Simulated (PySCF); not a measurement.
NMR data sheet: C8H9B

```
Formula                               : C8H9B
SMILES                                : C#C/C=C\C#CB(C)C
InChI                                 : InChI=1S/C8H9B/c1-4-5-6-7-8-9(2)3/h1,5-6H,2-3H3/b6-5-
Point group of the computed structure : C1
Carbon signals                        : 7
Proton signals                        : 4
```

Mapped SMILES: `[CH:1]#[C:2]/[CH:3]=[CH:4]\[C:5]#[C:6][B:7]([CH3:8])[CH3:9]` (H(Xn): hydrogen on atom n).

- geometry: PBE0-D3(BJ)/def2-SVP
- shielding tensors at HF/pcSseg-1 (GIAO)
- code: PySCF 2.14
- no solvent, single conformer, non-relativistic, averaged over atoms made equivalent by symmetry, fast rotation or ring inversion

Chemical shifts δ = σref − σ; ¹H, ¹³C vs TMS; ¹¹B vs BF3·OEt2, all at this level.

| carbon | δC, type | δH (multiplicity) | HMBC from (2–3 bonds) | span of the C tensor (ppm) |
| --- | --- | --- | --- | --- |
| C1 | 104.9, CH | 4.41 (d) | H(C3) | 137 |
| C2 | 70.0, C | – | H(C4), H(C3), H(C1) | 319 |
| C3 | 137.7, CH | 6.10 (m) | H(C4), H(C1) | 252 |
| C4 | 131.3, CH | 6.18 (m) | H(C3) | 247 |
| C5 | 119.0, C | – | H(C4), H(C3) | 217 |
| C6 | 108.1, C | – | H(C4), H(C8)/H(C9) | 262 |
| C8/C9 | 13.6, CH3 | 0.91 (s) | H(C8)/H(C9) | 33 |

Other nuclei:
```
atoms  nucleus          environment  δ (ppm)  σ (ppm)
   B7      ¹¹B  boron bonded to 3 C     69.5     45.8
```

- δC 137.7, 131.3: alkene CH; as expected for a trigonal carbon in a double bond.
- δC 119.0, 108.1, 70.0: alkyne carbon.
- δC 104.9: terminal alkyne carbon; sp carbons lie upfield of alkene carbons because the cylindrical π system leaves one tensor component strongly shielded.
- δH 6.18, 6.10: hydrogen on an alkene CH; a vinylic proton, deshielded by the sp2 carbon and the C=C anisotropy.
- δH 4.41: hydrogen on a terminal alkyne carbon.

A carbon bonded to boron is broadened by the quadrupolar boron nucleus and is often missing from a measured spectrum. Shifts are as computed. Against solution values, carbons near 30 ppm lie about -0 ppm off and those near 130 ppm about +7 ppm. Of 1211 compounds with measured shifts, 218 miss one by over three times the rms of a fit or turn the order of signals round; such compounds aren't used in these exercises. No couplings were computed; multiplicities are counted from neighbouring protons, with m where these are inequivalent, close in shift, in a saturated or five-membered ring or joined by F or P, and br s for small geminal =CH2 splittings.
